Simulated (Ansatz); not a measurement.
```xyz
28

C    -1.662   -2.030    0.200
N    -0.960   -1.096   -0.638
C    -1.638   -0.829   -1.877
Ti    0.433    0.006    0.012
C     1.616   -1.279    1.177
C     1.663    0.327   -1.660
C     0.969    1.604    1.741
C     1.001    2.297    0.522
C    -0.298    2.261   -0.034
C    -1.138    1.563    0.855
C    -0.350    1.137    1.942
H    -1.134   -2.180    1.145
H    -2.683   -1.688    0.429
H    -1.747   -3.013   -0.286
H    -2.660   -0.451   -1.712
H    -1.719   -1.738   -2.490
H    -1.094   -0.087   -2.467
H     2.616   -0.871    1.347
H     1.186   -1.538    2.149
H     1.711   -2.196    0.582
H     1.760   -0.657   -2.136
H     2.660    0.673   -1.372
H     1.260    1.031   -2.394
H     1.807    1.425    2.396
H     1.868    2.750    0.066
H    -0.591    2.683   -0.984
H    -2.187    1.353    0.709
H    -0.689    0.542    2.778
```

Charge 0, multiplicity 1.

**Question.** List the r2SCAN/def2-TZVPP orbital energies in eV (Ansatz). (Estimate.)

**Answer.** The calculation gave: Occupied: -4855.55, -537.26, -447.41, -447.38, -447.35, -384.89, -273.69, -273.69, -273.28, -273.27, -273.26, -273.19, -273.18, -271.69, -271.69, -62.44, -38.54, -38.40, -38.38, -23.31, -23.13, -18.56, -18.52, -18.45, -16.89, -16.72, -15.60, -14.04, -14.00, -13.62, -11.82, -11.53, -11.45, -10.16, -10.05, -10.00, -9.88, -9.62, -9.60, -9.54, -9.42, -9.40, -9.29, -9.02, -7.88, -6.39, -6.29, -6.07, -6.03, -5.28. Lowest empty: -2.05, -2.04, -1.31, -0.15, 0.09, 0.40, 0.77, 0.97.
